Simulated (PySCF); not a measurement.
C2H4F, doublet, at a GFN2-xTB geometry, with bond 4-1 at 1.8 times its length; CASSCF(5,5)/STO-3G run with PySCF.

Here is a job for PySCF.
```python
from pyscf import gto, scf, mcscf
import numpy

mol = gto.M(
    atom='''
C    -1.165534    0.180738   -0.273109
C     0.284646    0.399194   -0.166848
F     1.017702   -0.578399    0.405617
H    -1.937601    1.469607   -1.525924
H    -1.673184    0.300409    0.693922
H    -1.366957   -0.833314   -0.617759
H     0.760616    1.362122   -0.117862
''',
    basis='sto-3g',
    charge=0,
    spin=1,
    verbose=4,
)

mf = scf.ROHF(mol)
mf.kernel()
mc = mcscf.CASSCF(mf, 5, 5)
mc.fix_spin_(ss=0.75)
mc.kernel()
occ = numpy.linalg.eigvalsh(mc.fcisolver.make_rdm1(mc.ci, mc.ncas, mc.nelecas))[::-1]
ss = mc.fcisolver.spin_square(mc.ci, mc.ncas, mc.nelecas)[0]
print('natural occupations', occ.round(4), ' <S^2>', round(ss, 4))
```

Predict the main parts of the log of this PySCF run.


```
PySCF version 2.14.0

[INPUT] verbose = 4
[INPUT] num. atoms = 7
[INPUT] num. electrons = 25
[INPUT] charge = 0
[INPUT] spin (= nelec alpha-beta = 2S) = 1
[INPUT] symmetry False subgroup None
[INPUT] Mole.unit = angstrom
[INPUT] Symbol           X                Y                Z      unit          X                Y                Z       unit  Magmom
[...]
nuclear repulsion = 70.1628347134788
number of shells = 13
number of NR pGTOs = 57
number of NR cGTOs = 19
basis = sto-3g
ecp = {}

******** <class 'pyscf.scf.rohf.ROHF'> ********
method = ROHF
initial guess = minao
damping factor = 0
level_shift factor = 0
DIIS = <class 'pyscf.scf.diis.CDIIS'>
diis_start_cycle = 1
diis_space = 8
diis_damp = 0
SCF conv_tol = 1e-09
SCF conv_tol_grad = None
SCF max_cycles = 50
direct_scf = True
direct_scf_tol = 1e-13
num. doubly occ = 12  num. singly occ = 1
Set gradient conv threshold to 3.16228e-05
init E= -174.914646322074
[...]
cycle= 1 E= -174.787225762695  delta_E= 0.127  |g|= 0.391  |ddm|=  2.2
[...]
cycle= 2 E= -174.866029365668  delta_E= -0.0788  |g|= 0.211  |ddm|= 0.801
[...]
cycle= 3 E= -174.892925342191  delta_E= -0.0269  |g|= 0.0551  |ddm|= 0.255
[...]
cycle= 4 E= -174.898729955623  delta_E= -0.0058  |g|= 0.0216  |ddm|= 0.297
[...]
cycle= 5 E= -174.899325516887  delta_E= -0.000596  |g|= 0.00903  |ddm|= 0.0798
[...]
cycle= 6 E= -174.899421721904  delta_E= -9.62e-05  |g|= 0.0023  |ddm|= 0.0298
[...]
cycle= 7 E= -174.899427309973  delta_E= -5.59e-06  |g|= 0.000575  |ddm|= 0.00594
[...]
cycle= 8 E= -174.89942761007  delta_E= -3e-07  |g|= 0.000194  |ddm|= 0.00126
[...]
cycle= 9 E= -174.899427643697  delta_E= -3.36e-08  |g|= 6.41e-05  |ddm|= 0.000478
[...]
cycle= 10 E= -174.899427647778  delta_E= -4.08e-09  |g|= 2.18e-05  |ddm|= 0.000196
[...]
cycle= 11 E= -174.899427648225  delta_E= -4.48e-10  |g|= 4.69e-06  |ddm|= 5.41e-05
[...]
Extra cycle  E= -174.899427648246  delta_E= -2.02e-11  |g|= 2.28e-06  |ddm|= 1.08e-05
converged SCF energy = -174.899427648246

******** <class 'pyscf.mcscf.mc1step.CASSCF'> ********
CAS (3e+2e, 5o), ncore = 10, nvir = 4
max_cycle_macro = 50
max_cycle_micro = 4
conv_tol = 1e-07
conv_tol_grad = None
orbital rotation max_stepsize = 0.02
orbital rotation threshold for CI restart = 0.01
augmented hessian ah_max_cycle = 30
augmented hessian ah_conv_tol = 1e-12
augmented hessian ah_linear dependence = 1e-14
augmented hessian ah_level shift = 1e-08
augmented hessian ah_start_tol = 2.5
augmented hessian ah_start_cycle = 3
augmented hessian ah_grad_trust_region = 3
kf_trust_region = 3
kf_interval = 4
ci_response_space = 4
ci_grad_trust_region = 3
with_dep4 0
natorb = False
canonicalization = True
sorting_mo_energy = False
ao2mo_level = 2
internal_rotation = False
******** <class 'pyscf.fci.addons.SpinPenaltyFCISolver'> ********
max. cycles = 50
conv_tol = 1e-08
davidson only = True
linear dependence = 1e-12
level shift = 0.001
max iter space = 12
nroots = 1
pspace_size = 400
spin = None
CASCI E = -174.978492648480  S^2 = 0.7500000
Set conv_tol_grad to 0.000316228
macro iter   1 ( 21 JK    4 micro), CASSCF E = -174.987323891259  dE = -8.83124278e-03  S^2 = 0.7500000
               |grad[o]|=0.0484  |grad[c]|=0.0225  |ddm|=0.0552  |maxRot[o]|= 0.27
macro iter   2 ( 21 JK    4 micro), CASSCF E = -174.991582861194  dE = -4.25896994e-03  S^2 = 0.7500000
               |grad[o]|=0.0213  |grad[c]|=0.0208  |ddm|=0.0214  |maxRot[o]|=0.215
macro iter   3 ( 21 JK    4 micro), CASSCF E = -174.993769753220  dE = -2.18689203e-03  S^2 = 0.7500000
               |grad[o]|=0.0161  |grad[c]|=0.0178  |ddm|=0.0147  |maxRot[o]|=0.105
macro iter   4 ( 21 JK    4 micro), CASSCF E = -174.994632563916  dE = -8.62810696e-04  S^2 = 0.7500000
               |grad[o]|=0.0124  |grad[c]|=0.0178  |ddm|=0.00978  |maxRot[o]|=0.069
macro iter   5 ( 21 JK    4 micro), CASSCF E = -174.995037944648  dE = -4.05380732e-04  S^2 = 0.7500000
               |grad[o]|=0.0107  |grad[c]|=0.0183  |ddm|=0.00825  |maxRot[o]|=0.0488
[...]
macro iter   8 ( 21 JK    4 micro), CASSCF E = -174.995327725631  dE = -1.18735542e-05  S^2 = 0.7500000
               |grad[o]|=0.0104  |grad[c]|=0.0185  |ddm|=0.00571  |maxRot[o]|=0.0129
macro iter   9 ( 21 JK    4 micro), CASSCF E = -174.995303533997  dE =  2.41916339e-05  S^2 = 0.7500000
               |grad[o]|=0.0105  |grad[c]|=0.0186  |ddm|=0.00551  |maxRot[o]|=0.00816
macro iter  10 ( 21 JK    4 micro), CASSCF E = -174.996761966802  dE = -1.45843280e-03  S^2 = 0.7500000
               |grad[o]|=0.0105  |grad[c]|=0.00589  |ddm|=0.00504  |maxRot[o]|=0.048
macro iter  11 ( 21 JK    4 micro), CASSCF E = -174.999251311264  dE = -2.48934446e-03  S^2 = 0.7500000
               |grad[o]|=0.0107  |grad[c]|=0.00863  |ddm|=0.00371  |maxRot[o]|=0.0874
macro iter  12 ( 11 JK    3 micro), CASSCF E = -175.000138415719  dE = -8.87104455e-04  S^2 = 0.7500000
               |grad[o]|=0.00993  |grad[c]|=0.00124  |ddm|=0.00249  |maxRot[o]|=0.0376
macro iter  13 ( 21 JK    4 micro), CASSCF E = -175.000138742982  dE = -3.27263422e-07  S^2 = 0.7500000
               |grad[o]|=0.00931  |grad[c]|=0.0093  |ddm|=0.00313  |maxRot[o]|=0.00353
macro iter  14 ( 21 JK    4 micro), CASSCF E = -175.000095891823  dE =  4.28511598e-05  S^2 = 0.7500000
               |grad[o]|=0.00931  |grad[c]|=0.0099  |ddm|=0.00318  |maxRot[o]|=0.00318
macro iter  15 ( 21 JK    4 micro), CASSCF E = -175.001178345510  dE = -1.08245369e-03  S^2 = 0.7500000
               |grad[o]|=0.00936  |grad[c]|=0.00287  |ddm|=0.00312  |maxRot[o]|=0.0445
macro iter  16 ( 12 JK    3 micro), CASSCF E = -175.002671750948  dE = -1.49340544e-03  S^2 = 0.7500000
               |grad[o]|=0.00815  |grad[c]|=0.00294  |ddm|=0.00313  |maxRot[o]|=0.079
macro iter  17 ( 21 JK    4 micro), CASSCF E = -175.002650196586  dE =  2.15543620e-05  S^2 = 0.7500000
               |grad[o]|=0.00543  |grad[c]|=0.00424  |ddm|=0.00134  |maxRot[o]|=0.00638
macro iter  18 ( 21 JK    4 micro), CASSCF E = -175.003109866351  dE = -4.59669765e-04  S^2 = 0.7500000
               |grad[o]|=0.00563  |grad[c]|=0.00253  |ddm|=0.00104  |maxRot[o]|=0.0348
macro iter  19 ( 15 JK    4 micro), CASSCF E = -175.003276646939  dE = -1.66780588e-04  S^2 = 0.7500000
               |grad[o]|=0.00421  |grad[c]|=0.0021  |ddm|=0.000689  |maxRot[o]|=0.0162
macro iter  20 ( 21 JK    4 micro), CASSCF E = -175.003267938787  dE =  8.70815254e-06  S^2 = 0.7500000
               |grad[o]|=0.00363  |grad[c]|=0.00343  |ddm|=0.000509  |maxRot[o]|=0.0021
macro iter  21 ( 14 JK    3 micro), CASSCF E = -175.003542373637  dE = -2.74434850e-04  S^2 = 0.7500000
               |grad[o]|=0.00375  |grad[c]|=0.00142  |ddm|=0.000381  |maxRot[o]|=0.0347
macro iter  22 ( 18 JK    4 micro), CASSCF E = -175.003589078334  dE = -4.67046973e-05  S^2 = 0.7500000
               |grad[o]|=0.00209  |grad[c]|=0.00172  |ddm|=0.000259  |maxRot[o]|=0.00905
macro iter  23 ( 10 JK    4 micro), CASSCF E = -175.003638050932  dE = -4.89725979e-05  S^2 = 0.7500000
               |grad[o]|=0.00177  |grad[c]|=0.000967  |ddm|=0.00016  |maxRot[o]|=0.0135
macro iter  24 (  7 JK    3 micro), CASSCF E = -175.003664453665  dE = -2.64027323e-05  S^2 = 0.7500000
               |grad[o]|=0.00108  |grad[c]|=0.000334  |ddm|=0.000115  |maxRot[o]|=0.0155
macro iter  25 (  3 JK    1 micro), CASSCF E = -175.003665807221  dE = -1.35355657e-06  S^2 = 0.7500000
               |grad[o]|=0.00025  |grad[c]|=0.000115  |ddm|=5.91e-05  |maxRot[o]|=0.00428
macro iter  26 (  1 JK    1 micro), CASSCF E = -175.003665807750  dE = -5.28757482e-10  S^2 = 0.7500000
               |grad[o]|=9.52e-06  |grad[c]|=2.27e-05  |ddm|=1.12e-05  |maxRot[o]|=    0
1-step CASSCF converged in  26 macro (448 JK  94 micro) steps
CASSCF canonicalization
Density matrix diagonal elements [1.97991736 1.72544429 0.99941004 0.27617187 0.01905644]
CASSCF energy = -175.003665807750
CASCI E = -175.003665807750  E(CI) = -6.37378455551314  S^2 = 0.7500000
natural occupations [1.9818 1.7261 0.9997 0.2743 0.0181]  <S^2> 0.75
```
